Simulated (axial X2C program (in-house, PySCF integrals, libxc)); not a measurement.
## CsB⁺: from the spin-free to the two-component result

Calculated with an in-house relativistic program for diatomic molecules. Spin-free means the one-electron spin-free X2C Hamiltonian; two-component (2c) means X2C with spin–orbit coupling and atomic mean-field two-electron Coulomb and Gaunt terms, so the difference of the two also holds small scalar two-electron terms. Basis: Cs dyall-cv3z [15s15p9d4f1g], B dyall-v3z [7s6p2d1f] (cores contracted in-house); Gaussian nuclei, density fitting, unrestricted open shells. Masses: Cs 132.905 u, B 11.009 u.

Spin-free state: M_S = 1/2, Λ = 0 (beyond evenly filled blocks: σα); fragments Cs+ + B.

| level | Re (Å) | ωe (cm⁻¹) | De (eV) | μ (D) |
| --- | --- | --- | --- | --- |
| PBE0 | 3.731 | 113.5 | 0.266 | 0.18 |
| HF | 3.916 | 100.9 | 0.207 | -0.16 |
| CCSD | 3.799 | 109.0 | 0.263 | n/a |
| CCSD(T) | 3.783 | 110.4 | 0.261 | n/a |
| M06 | 3.671 | 128.7 | 0.266 | 0.18 |

Correlated methods: 11 electrons correlated (number of frozen shells: Cs 4 s, 3 p, 2 d; B 1 s), 275 virtual spin orbitals or spinors in MP2, 89 natural virtuals in coupled cluster.

Dipoles are positive if B is the positive end and refer to the centre of mass.

Two-component determinant lowest at the distance of the search:

Ω = 1/2 (⟨Sz⟩ = 0.50, ⟨Lz⟩ = 0.00 at HF); fragments Cs+ + B.

```tsv
level	Re (Å)	ωe (cm⁻¹)	De (eV)	μ (D)
PBE0	3.730	113.7	0.267	0.18
HF	3.916	100.9	0.173	-0.16
CCSD	3.799	109.0	0.263	n/a
CCSD(T)	3.783	110.4	0.262	n/a
M06	3.670	128.9	0.267	0.18
```

(1) From the two tables, how do the constants change at the CCSD(T) level (2c against spin-free)?

The state is a single determinant with fixed occupations, the lowest that a limited PBE0 search found. De is counted from the lowest determinant-based energies of the atoms at the same level, without counterpoise correction. Density functionals use the spin component along the axis (collinear). CCSD and (T) use frozen natural virtuals with an MP2 correction for the truncation; (T) itself is uncorrected, so its De runs slightly low. In 2c an atomic determinant is not the ground J level, so De misses part of the atomic spin–orbit lowering. This holds for PBE0, CCSD, CCSD(T), M06. PBE0 can misorder states that lie within some tenths of an eV, so this need not be the ground state of the molecule. The nearest other spin-free determinant of the search, M_S = 1/2, Λ = 1, lies 0.34 eV up at the distance of the search. Without a current term, density functionals place determinants with orbital angular momentum somewhat too high.

## Answers

(1) At the CCSD(T) level Re is unchanged within 0.001 Å and ωe is unchanged to within 0.2 cm⁻¹; De is not compared, since the atomic limits differ or miss part of their spin–orbit lowering.
